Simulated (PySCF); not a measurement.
# C$_{5}$H$_{6}$F$_{3}$N: full NMR table

| Property | Result |
| --- | --- |
| Formula | C5H6F3N |
| SMILES | C/C=N/C=C\C(F)(F)F |
| Point group of the computed structure | C1 |
| Degrees of unsaturation | 2 |
| Carbon signals | 5 |
| Proton signals | 4 |

Numbering as in the mapped SMILES `[CH3:1]/[CH:2]=[N:3]/[CH:4]=[CH:5]\[C:6]([F:7])([F:8])[F:9]` (H(Xn): hydrogen on atom n).

[PySCF 2.14.0 with density-fitted response routines: GFN2-xTB structure; σ from GIAO-PBE0/pcSseg-1; averaged over atoms made equivalent by symmetry, fast rotation or ring inversion; single conformer; non-relativistic; in vacuum]

δ = σ(ref) − σ, references computed at the same level: ¹H (σref 31.72) and ¹³C (σref 186.93) vs TMS; ¹⁹F (σref 170.95) vs CFCl3; NH3 for ¹⁵N (σref 267.73).

| carbon | δC, type | δH (multiplicity) | HMBC from (2–3 bonds) | span of the C tensor (ppm) |
| --- | --- | --- | --- | --- |
| C1 | 28.0, CH3 | 2.24 (d) | H(C2) | 47 |
| C2 | 164.3, CH | 7.87 (q) | H(C4), H(C1) | 187 |
| C4 | 151.4, CH | 7.38 (m) | H(C2), H(C5) | 202 |
| C5 | 98.0, CH | 4.71 (m) | H(C4) | 118 |
| C6 | 133.9, C | – | H(C4), H(C5) | 7 |

Other nuclei:
```json
{"atoms": "F7/F8/F9", "nucleus": "¹⁹F", "environment": "fluorine of a CF3 group", "δ (ppm)": "-66.3", "σ (ppm)": "237.2"}
{"atoms": "N3", "nucleus": "¹⁵N", "environment": "imine nitrogen", "δ (ppm)": "373.8", "σ (ppm)": "-106.1"}
```

Carbon types of the structure: 1 × C, 3 × CH, 1 × CH3, which accounts for all hydrogens. δC 164.3: C=N carbon. δC 151.4, 98.0: alkene CH. δC 133.9: CF3 carbon; 3 electronegative neighbours deshield it. δC 28.0: methyl carbon; aliphatic region, no heteroatom directly attached. δH 7.38, 4.71: hydrogen on an alkene CH; attached to an sp2 carbon and in the plane of the double bond.

Splittings by ¹⁹F in the carbon and heteronuclear signals aren't shown, as no couplings were computed. Shifts are as computed. Against solution values, carbons near 30 ppm lie about +3 ppm off and those near 130 ppm about +5 ppm (rms about the fit 2.1 ppm; single classes can miss by 10 ppm). Of 1328 compounds with measured shifts, 309 miss one by over three times the rms of a fit or turn the order of signals round; such compounds aren't used in these exercises. Signals without a measured value on file couldn't be tested in this way; 1H shifts scatter by 0.2 ppm about their fit, and single ones miss by 0.5 ppm. Unscaled 19F shifts against computed CFCl3 carry errors that often reach 10 to 50 ppm. Experimental scales use liquid or dissolved standards, which lie at an offset from isolated NH3 (liquid NH3: subtract about 20 ppm). Unscaled 15N shifts of sp2 nitrogen often come out too high even then, by a few to some tens of ppm. No couplings were computed; multiplicities are counted from neighbouring protons, with m where these are inequivalent, close in shift, in a saturated or five-membered ring or joined by F or P, and br s for small geminal =CH2 splittings.
